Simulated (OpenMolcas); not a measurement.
## Bi4+: effect of the active space

```yaml
Program: OpenMolcas 26.06
Method: CASSCF or its RAS form
Basis: ANO-R3
Scalar_Hamiltonian: X2C, finite nucleus
Spin-orbit_coupling: state interaction with AMFI integrals over the reference wave functions, term energies averaged over their components
```

A. 1 electron in 4 orbitals (6s 6p); 2S+1 = 2 even, 1 root; 2S+1 = 2 odd, 3 roots; cost roughly 16 core-seconds
B. 1 electron in 8 orbitals (6s 6p 7s 7p); 2S+1 = 2 even, 1 root; 2S+1 = 2 odd, 3 roots; cost of the order of 19 core-seconds
C. 1 electron in 9 orbitals (RAS2 6s 6p; RAS3 6d, at most 1 electron); 2S+1 = 2 even, 1 root; 2S+1 = 2 odd, 3 roots; cost of the order of 18 core-seconds

Energies in cm⁻¹ above 6s ²S_1/2, the measured ground level; measured values from Moore, Atomic Energy Levels, vol. III, NSRDS-NBS 35 (1971 reprint of NBS Circular 467, 1958).

```json
{"Level": "6s ²S_1/2", "A": "0.0", "B": "0.0", "C": "0.0", "Measured": "0.0"}
{"Level": "6p ²P°_1/2", "A": "89402", "B": "89402", "C": "89402", "Measured": ""}
{"Level": "6p ²P°_3/2", "A": "111731", "B": "111731", "C": "111731", "Measured": "115674"}
```

Among A to C no level of the table moves by more than 5 cm-1.

Spin-orbit splittings of 6p shells tend to come out small when the coupling is added on scalar orbitals. With one active electron the reference holds no correlation, so core polarisation is missing. With one active electron outside closed inactive shells, the extra shells (7p 7s) add no correlation to the reference (holds for B). With one active electron outside closed inactive shells, the extra shells (6d) add no correlation to the reference (holds for C). Levels of configurations outside the active space are missing.

° marks odd parity.
